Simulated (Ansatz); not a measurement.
A nudged elastic band was laid between two geometries of C4H12OSi (18 atoms, charge 0, multiplicity 1).

The calculation used RKS revPBE-D4/STO-3G in Ansatz 0.2.0.

```yaml
movable_images: 9
climbing_image: yes
spring: 5.0 eV/Å²
optimiser: quadratic models (default)
start_path: through a guess of the saddle point
force_threshold: 0.05 eV/Å
iteration_limit: 32
end_points: relaxed
```

Image 0:

```xyz
18
Properties=species:S:1:pos:R:3
C 1.043 -2.346 -1.027
C 1.091 -0.866 -0.538
O 0.041 -0.124 -1.279
C 0.119 1.299 -0.843
Si -0.411 1.664 0.966
C -1.899 0.605 1.425
H 1.238 -2.399 -2.116
H 1.810 -2.946 -0.499
H 0.046 -2.786 -0.826
H 2.111 -0.432 -0.725
H 0.921 -0.830 0.573
H 1.142 1.718 -1.031
H -0.576 1.833 -1.534
H -0.754 3.079 1.059
H 0.686 1.409 1.893
H -2.210 0.771 2.472
H -1.670 -0.469 1.306
H -2.764 0.833 0.776
```

Image 10:

```xyz
18
Properties=species:S:1:pos:R:3
C 0.916 -2.306 -1.470
C 0.676 -1.065 -0.557
O 0.701 0.134 -1.428
C 0.556 1.323 -0.544
Si -1.130 1.540 0.355
C -1.087 0.858 2.113
H 1.898 -2.228 -1.977
H 0.902 -3.233 -0.863
H 0.125 -2.375 -2.242
H 1.468 -1.014 0.239
H -0.312 -1.172 -0.029
H 1.386 1.358 0.211
H 0.712 2.191 -1.227
H -2.185 0.884 -0.408
H -1.428 2.968 0.412
H -2.026 1.086 2.650
H -0.257 1.302 2.692
H -0.953 -0.238 2.124
```

(1) Which bonds break or form, and what moves?

(2) Give the energies along the band, and the barrier.

(3) What is the geometry of the highest image?

(4) What are the harmonic wavenumbers there?

## Answers

(1) No bond is made or broken. The dihedral H13–C4–Si5–C6 goes from 78 to -146°.

(2) The forces met the threshold. The highest image is number 4 of 0 to 10, 7.0 kJ/mol above the first end and 5.4 kJ/mol above the last; the last end lies 1.6 kJ/mol above the first. A vibrational analysis at the climbing image gives one clearly imaginary mode, 51i cm⁻¹: a first-order saddle point. Limits of this set-up: minimal basis.

```csv
image,path coordinate (Å),energy (kJ/mol),dihedral H13–C4–Si5–C6 (°)
0,0.00,0.0,78
1,0.94,1.0,90
2,1.88,3.3,105
3,2.82,5.8,123
4,3.77,7.0,142
5,4.54,6.8,157
6,5.31,5.9,171
7,6.08,4.7,-178
8,6.85,3.3,-166
9,7.62,2.2,-156
10,8.39,1.6,-146
```

(3) 
```xyz
18
Properties=species:S:1:pos:R:3
C 0.699 -2.319 -1.200
C 0.968 -0.933 -0.539
O 0.231 0.081 -1.333
C 0.465 1.406 -0.688
Si -0.720 1.871 0.758
C -1.460 0.370 1.627
H 1.036 -2.314 -2.255
H 1.246 -3.113 -0.655
H -0.383 -2.554 -1.177
H 2.072 -0.718 -0.534
H 0.637 -0.955 0.533
H 1.531 1.510 -0.364
H 0.312 2.150 -1.507
H -1.809 2.680 0.221
H 0.010 2.685 1.726
H -2.298 0.675 2.281
H -0.720 -0.152 2.259
H -1.855 -0.359 0.897
```

(4) 51i, 60, 122, 165, 202, 211, 286, 324, 492, 542, 688, 724, 780, 853, 867, 895, 971, 1012, 1018, 1058, 1090, 1133, 1181, 1189, 1326, 1330, 1385, 1453, 1478, 1525, 1609, 1633, 1633, 1652, 1661, 1663, 2577, 2619, 3142, 3165, 3238, 3238, 3239, 3289, 3401, 3408, 3408, 3411 cm⁻¹.

Run time: 4.9 min on 1 thread of Arm Neoverse V1, on a shared host, peak memory 0.11 GiB.
